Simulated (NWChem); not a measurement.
# NWChem input wanted

CH2FInOS: 7 atoms, total charge 0, spin state singlet. SMILES: `O[C](=S)[InH][F]`. Geometry: a GFN2-xTB relaxation, a rough one for these elements and not checked as a minimum. This is one conformer, not always the lowest.

```csv
atom,x (Å),y (Å),z (Å)
O,-1.6578,1.2110,0.0040
C,-0.3728,1.3230,0.0001
S,0.5227,2.6427,-0.0015
In,0.4404,-0.9131,-0.0002
F,-1.5802,-1.4651,-0.0033
H,-1.9382,0.2584,0.0022
H,1.7140,-2.2393,0.0267
```

Settings wanted:

```json
{
 "task": "energy",
 "method": "DFT",
 "functional": "MN15",
 "basis set": "6-311+G**/LANL2DZ",
 "core potential": "LANL2DZ",
 "integral approximation": "none",
 "reference": "RKS",
 "integration grid": "medium",
 "iteration cap": "200",
 "symmetry": "auto",
 "module": "dft",
 "d and f functions": "spherical"
}
```

Write the NWChem 7.3.0 input and the command.

This one ran through:

mol.nw:
```
START mol
TITLE "CH2FInOS"
memory stack 880 mb heap 220 mb global 1100 mb
charge 0

GEOMETRY units angstroms
   zmatrix
     O
     C 1 1.289823
     S 2 1.594889 1 129.13838
     In 2 2.379401 1 105.00567 3 179.89226
     F 4 2.094647 2 85.29372 1 0.26338
     H 1 0.993056 2 111.38192 3 179.88968
     H 4 1.838848 5 118.55987 6 178.91807
   end
END

BASIS spherical bse
   * library 6-311+G** except In
   In library LANL2DZ
END

ECP bse
   In library LANL2DZ
END

DFT
   xc mn15
   grid medium
   iterations 200
END

TASK dft energy
```

```bash
$ nwchem mol.nw > mol.out
```

Calculated total energy: -614.20309 Eh.
